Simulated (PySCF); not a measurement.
C4H5, charge -1, singlet, geometry from GFN2-xTB (in this run its highest filled SCF level lies above zero, so its values depend strongly on the basis, on diffuse functions most of all); B3LYP/6-31G* run with PySCF.

The PySCF input:
```python
from pyscf import gto, scf, dft

mol = gto.Mole()
mol.atom = '''
    C     0.02175028   -0.12408657    0.25511709
    C    -0.03382703   -0.78243920   -0.96149211
    C    -0.03562593    0.72694132   -0.96482053
    C    -0.03703522   -0.02725049    1.59144410
    H     0.74712244   -1.39169963   -1.41643569
    H     0.85066478    1.35445423   -1.19119110
    H    -0.95600069    1.25563075   -1.25226488
    H     0.06907213   -0.89566575    2.23581421
    H    -0.20243112    0.91829006    2.10258625
'''
mol.basis = '6-31g*'
mol.charge = -1
mol.verbose = 5
mol.build()

mf = dft.RKS(mol)
mf.xc = 'b3lyp'
mf.kernel()
mf.analyze()
```

What the program printed (banner, timings and long lists left out):

```
PySCF version 2.14.0

[INPUT] verbose = 5
[INPUT] max_memory = 4000
[INPUT] num. atoms = 9
[INPUT] num. electrons = 30
[INPUT] charge = -1
[INPUT] spin (= nelec alpha-beta = 2S) = 0
[INPUT] symmetry False subgroup None
[INPUT] Mole.unit = angstrom
[INPUT] Symbol           X                Y                Z      unit          X                Y                Z       unit  Magmom
[...]
[INPUT] ---------------- BASIS SET ----------------
[INPUT] l, kappa, [nprim/nctr], expnt,             c_1 c_2 ...
[INPUT] H
[...]
                                2.8253937         0.23472695
                                0.6401217         0.81375733
[...]
[INPUT] C
[...]
                                457.36951         0.0140373
                                103.94869         0.0688426
                                29.210155         0.2321844
                                9.286663          0.4679413
                                3.163927          0.362312
[...]
                                1.8812885         -0.1608542
                                0.5442493         1.1434564
[...]
                                1.8812885         0.316424
                                0.5442493         0.7443083
[...]
nuclear repulsion = 102.050818271097
number of shells = 34
number of NR pGTOs = 128
number of NR cGTOs = 66
basis = 6-31g*
ecp = {}

******** <class 'pyscf.dft.rks.RKS'> ********
method = RKS
initial guess = minao
damping factor = 0
level_shift factor = 0
DIIS = <class 'pyscf.scf.diis.CDIIS'>
diis_start_cycle = 1
diis_space = 8
diis_damp = 0
SCF conv_tol = 1e-09
SCF conv_tol_grad = None
SCF max_cycles = 50
direct_scf = True
direct_scf_tol = 1e-13
XC library pyscf.dft.libxc version 7.1.2
    S. Lehtola, C. Steigemann, M. J. T. Oliveira, and M. A. L. Marques,  SoftwareX 7, 1–5 (2018)
XC functionals = b3lyp
    P. J. Stephens, F. J. Devlin, C. F. Chabalowski, and M. J. Frisch,  J. Phys. Chem. 98, 11623 (1994)
radial grids:
    Treutler-Ahlrichs [JCP 102, 346 (1995); DOI:10.1063/1.469408] (M4) radial grids

becke partition: Becke, JCP 88, 2547 (1988); DOI:10.1063/1.454033
pruning grids: <function nwchem_prune>
grids dens level: 3
symmetrized grids: False
atomic radii adjust function: <function treutler_atomic_radii_adjust>
small_rho_cutoff = 0
Set gradient conv threshold to 3.16228e-05
Initial guess from minao.
atom C rad-grids = 75, ang-grids = [ 50  50  50  50  50  50  50  50  50  50  50  50  50  50  50  50  50  50
[...]
converged SCF energy = -155.297869231142
Total Energy =                        -155.297869231141703
[...]
7 H 1s          -0.00950  -0.00469   0.01096  -0.00268  -0.01214
7 H 2s           0.00676   0.02540  -0.05149   0.02195   0.04842
8 H 1s          -0.02224  -0.00121  -0.01174   0.00270   0.00516
8 H 2s           0.05684   0.00653   0.05328  -0.00914  -0.05988
               #66
0 C 1s          -0.00190
0 C 2s           0.03446
0 C 3s           0.11492
0 C 2px         -0.00140
0 C 2py         -0.01046
0 C 2pz          0.00889
0 C 3px          0.00194
0 C 3py         -0.04413
0 C 3pz         -0.01945
0 C 3dxy         0.00809
0 C 3dyz         0.52784
0 C 3dz^2        0.57699
0 C 3dxz        -0.00459
0 C 3dx2-y2     -0.05680
1 C 1s           0.00109
1 C 2s          -0.01595
1 C 3s          -0.02986
1 C 2px         -0.00286
1 C 2py         -0.00780
1 C 2pz         -0.02055
1 C 3px          0.00541
1 C 3py          0.01127
1 C 3pz         -0.00115
1 C 3dxy        -0.01192
1 C 3dyz        -0.31239
1 C 3dz^2       -0.26823
1 C 3dxz        -0.03649
1 C 3dx2-y2      0.00885
2 C 1s          -0.00011
2 C 2s           0.00505
2 C 3s          -0.01637
2 C 2px          0.00121
2 C 2py         -0.00080
2 C 2pz          0.00952
2 C 3px          0.00513
2 C 3py          0.00672
2 C 3pz          0.00747
2 C 3dxy         0.00868
2 C 3dyz        -0.06670
2 C 3dz^2        0.15847
2 C 3dxz        -0.00053
2 C 3dx2-y2      0.08489
3 C 1s           0.00097
3 C 2s          -0.01921
3 C 3s          -0.00813
3 C 2px         -0.00287
3 C 2py          0.00301
3 C 2pz          0.02581
3 C 3px         -0.00211
3 C 3py          0.05183
3 C 3pz         -0.01880
3 C 3dxy        -0.01404
3 C 3dyz         0.21466
3 C 3dz^2       -0.32132
3 C 3dxz         0.02464
3 C 3dx2-y2     -0.01568
4 H 1s          -0.00193
4 H 2s          -0.01621
5 H 1s           0.00044
5 H 2s          -0.00464
6 H 1s           0.00125
6 H 2s          -0.00703
7 H 1s           0.00196
7 H 2s          -0.04338
8 H 1s          -0.00935
8 H 2s           0.03392
 ** Mulliken pop on meta-lowdin orthogonal AOs  **
 ** Mulliken pop  **
 ** Mulliken atomic charges  **
charge of    0C =      0.01380
charge of    1C =     -0.48108
charge of    2C =     -0.23940
charge of    3C =     -0.47335
charge of    4H =      0.04426
charge of    5H =      0.01513
charge of    6H =      0.02855
charge of    7H =      0.04493
charge of    8H =      0.04715

WARN: System has nonzero charge -1; the dipole moment is origin-dependent.
Location of origin: [0. 0. 0.]

Dipole moment(X, Y, Z, Debye):  0.87102,  1.14655,  0.24662
```
